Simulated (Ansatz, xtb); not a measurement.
The molecule AuN, multiplicity 3 (lowest of 2S+1 = 1, 3, 5 at CCSD(T)/def2-TZVPP on PBE0 minima; our sources give no spin for the ground state, which may be another). No spin–orbit coupling.

The constants come from a fifth-degree fit in 1/R (seven points, main isotopes). In def2 and cc sets the state is the lowest found near the PBE0 minimum, followed along R.

The values were computed with Ansatz (Gaussian orbitals); xtb for the GFN methods. Values without a source in brackets are computed. In def2 rows elements past Kr take small-core potentials, without spin–orbit coupling. The GFN methods have no spin term and hold the electronic entropy of 300 K.

```csv
level,r_e (Å),ω_e (cm⁻¹),α_e (cm⁻¹),B_e (cm⁻¹),dipole (D)
GFN2-xTB,1.804,597,0.0045,0.396,-
SVWN5/def2-TZVPP,1.823,706,0.0032,0.388,2.11
PBE/def2-TZVPP,1.866,639,0.0033,0.370,2.15
r2SCAN/def2-TZVPP,1.867,639,0.0033,0.370,2.22
B97M-V/def2-TZVPP,1.898,577,0.0036,0.358,2.25
B3LYP/def2-TZVPP,1.899,587,0.0034,0.358,2.33
PBE0/def2-TZVPP,1.886,602,0.0034,0.363,2.46
CAM-B3LYP/def2-TZVPP,1.895,586,0.0034,0.359,2.65
wB97X-V/def2-TZVPP,1.898,583,0.0033,0.358,2.89
wB97M-V/def2-TZVPP,1.910,562,0.0035,0.354,2.83
```

Ansatz is a first-principles code.
